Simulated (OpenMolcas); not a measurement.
A calculation on Co³⁺.

* Program: OpenMolcas 26.06
* Method: XMS-CASPT2, IPEA 0.25 Eh, imaginary shift 0.1 Eh (closed shells correlated: 3s 3p)
* Basis: ANO-RCC-VTZP [6s5p3d2f1g]
* Scalar Hamiltonian: DKH2, point nucleus
* Active space: 6 electrons in 5 orbitals (3d)
* State averaging: 2S+1 = 5 even, 5 roots; 2S+1 = 3 even, 45 roots; 2S+1 = 1 even, 50 roots
* Spin-orbit coupling: RASSI with atomic mean-field integrals over the reference wave functions, term energies averaged over their components

Task: Which level of the active space comes out lowest?

Result: 3d6 5D4, with 100 % of that term; it is also the measured ground level.

Task: How high does 3d6 3H5 lie?

Result: 24940 cm-1 above the lowest level; measured 24032 cm-1 above the ground level, so the calculation is off by +4 %.

Task: How high does 3d6 5D1 lie?

Result: 1401 cm-1 above the lowest level.

Task: How high does 3d6 5D3 lie?

Result: 657 cm-1 above the lowest level; measured 639 cm-1 above the ground level, so the calculation is off by +3 %.

Task: The level at 26350 cm-1 has J = 4. What is it made of, and what is its g factor?

Result: 93 % 3d6 3F4(1), 4 % 3d6 3H, 3 % 3d6 3G; g = 1.227, against 1.251 from Landé's formula for the pure leading term.

Measured values: Sugar and Corliss, J. Phys. Chem. Ref. Data 10, 1097 (1981).

Term energies are means over components that CASPT2 splits; among the terms shown or strongly mixed into the levels shown the widest spread is 810 cm-1 (3d6 3F(1)). Computed and measured levels are paired by configuration, term and J; levels that our copy of the source lacks, or whose pairing is in doubt (as where it misses far off the trend of its configuration), stay unpaired and out of the deviations. Levels of configurations outside the active space are missing.

A number in round brackets counts repeated terms of one configuration in the order of the reference energies.
